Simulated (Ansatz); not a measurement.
C₃H₇FSi (`CC(C)[Si]F`) from Hartree–Fock to CCSD(T)

```xyz
12

C     1.2458    0.4175   -0.2575
C     0.0042    0.1318    0.5780
C    -0.7610   -1.0943    0.0626
Si   -1.2779    1.5354    0.6215
F    -1.3543    1.8572   -0.9666
H     1.8176    1.2648    0.1314
H     0.9760    0.6476   -1.2911
H     1.9172   -0.4477   -0.2748
H     0.2959   -0.0571    1.6201
H    -0.1437   -1.9954    0.1335
H    -1.6783   -1.2921    0.6298
H    -1.0415   -0.9676   -0.9869
```

The species carries charge 0 and has multiplicity 1. All single points use the PBE0-D4/def2-TZVP geometry. It is one conformer, not always the lowest. Frozen core, restricted reference, Ansatz 0.2.0. CBS rows extrapolate triple and quadruple zeta; past MP2 they add the triple-zeta difference.

| basis | HF (Eh) | MP2 corr. | CCSD corr. | (T) | CCSD(T) total |
| --- | --- | --- | --- | --- | --- |
| def2-SVP | ? | -0.69921 | -0.75557 | -0.02032 | ? |
| def2-TZVPP | ? | -0.87959 | -0.92586 | -0.03464 | ? |
| def2-QZVPP | ? | -0.94486 | – | – | – |
| CBS(def2) | -506.18784 | -0.99321 | ? | as TZ | ? |

Fill in the withheld values. (An estimate is asked.)

Computed: def2-SVP HF (Eh): -505.80375; def2-SVP CCSD(T) total: -506.57964; def2-TZVPP HF (Eh): -506.16588; def2-TZVPP CCSD(T) total: -507.12638; def2-QZVPP HF (Eh): -506.18518; CBS(def2) CCSD corr.: -1.03948; CBS(def2) CCSD(T) total: -507.26196.
